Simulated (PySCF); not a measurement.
Compound: GeH7OPSi.
Atom-mapped SMILES: `[PH2:1][SiH2:2][O:3][GeH3:4]` (hydrogens: H5, H6 on P1; H7, H8 on Si2; H9, H10, H11 on Ge4)

A GFN2-xTB structure was refined with PySCF 2.14.0, PBE0-D3(BJ)/def2-SVP geometry optimisation, gas phase. Its GFN2-xTB values:

```
   coordinate  GFN2-xTB
       P1–Si2   2.239 Å
        P1–H5   1.413 Å
       Si2–O3   1.609 Å
       Si2–H7   1.465 Å
       O3–Ge4   1.765 Å
       Ge4–H9   1.467 Å
    P1–Si2–H7    116.0°
    P1–Si2–H8    109.8°
   Si2–O3–Ge4    144.2°
    O3–Si2–H7    103.7°
    O3–Si2–H8    106.3°
     H5–P1–H6     91.6°
    H7–Si2–H8    112.5°
   H9–Ge4–H10    116.3°
P1–Si2–O3–Ge4        5°
```

Task: How do these coordinates change at the PBE0-D3(BJ)/def2-SVP level?

Result: 
| coordinate | PBE0-D3(BJ)/def2-SVP (Å or °) | change |
| --- | --- | --- |
| Ge4–H9 | 1.534 | +0.067 |
| Si2–O3 | 1.654 | +0.045 |
| P1–Si2 | 2.268 | +0.029 |
| Si2–H7 | 1.492 | +0.027 |
| P1–H5 | 1.429 | +0.016 |
| O3–Ge4 | 1.781 | +0.016 |
| Si2–O3–Ge4 | 136.6 | -7.6 |
| O3–Si2–H8 | 111.5 | +5.2 |
| H9–Ge4–H10 | 111.7 | -4.6 |
| O3–Si2–H7 | 107.7 | +4.0 |
| P1–Si2–H8 | 105.8 | -4.0 |
| H7–Si2–H8 | 109.0 | -3.5 |
| P1–Si2–H7 | 113.4 | -2.6 |
| H5–P1–H6 | 94.2 | +2.6 |
| P1–Si2–O3–Ge4 | 34 | +29 |

The energy falls by 25.1 kJ/mol over 12 energy and gradient evaluations, the largest force component goes from 0.0261 to 3.3e-04 Eh/bohr, and the atoms move by 0.373 Å rms after alignment. The bond that changes most is Ge4–H9 (ends: germanium bonded to O and 3 H; Ge–H hydrogen), which lengthens by 0.067 Å. Bonds longer at the end by more than 0.005 Å: 10 of 10; shorter: 0. Among the dihedrals that turn most is H8–Si2–O3–Ge4, from -113° to -82°. Rotational constants go from 5104, 1166, 978.1 to 5003, 1140, 962.3 MHz.

The run used 117 basis functions and 78 SCF cycles in all.

PBE0-D3(BJ)/def2-SVP frequencies: not computed here. The numbers are those of one conformer.
